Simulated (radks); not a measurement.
Spherical quantum dot in the effective-mass picture: electrons in a parabolic well V = omega^2 r^2 / 2 with omega = 0.871, all in effective atomic units (hartree* = m*/eps^2 hartree, bohr* = eps/m* bohr), one dielectric constant everywhere. Method: non-relativistic Kohn-Sham, exchange-only LDA, spin-polarised, spherical densities; computed with a radial shooting solver with Libxc functionals. Levels are named by radial order and angular momentum (1s, 1p, 1d, 2s, ...), and open shells are averaged over m.

N = 22, configuration 1s2 1p6 1d10 2s2 1f(up 2, down 0). This is the lowest configuration that the search found. Occupied and some empty levels:

level,occupation,eigenvalue (hartree*),<r> (bohr*)
1s up,1,10.117,1.907
1s down,1,10.133,1.884
1p up,3,10.473,2.342
1p down,3,10.497,2.328
1d up,5,10.890,2.647
1d down,5,10.919,2.640
2s up,1,11.015,2.257
2s down,1,11.035,2.265
1f up,2,11.359,2.888
1f down,0,11.390,2.886
2p up,0,11.540,2.545
2p down,0,11.560,2.549
1g up,0,11.872,3.093
1g down,0,11.905,3.094
2d up,0,12.092,2.807
2d down,0,12.113,2.809

Energy (hartree*): total 152.168, kinetic 16.402, external 56.190, Hartree 87.416, exchange-correlation -7.8387.
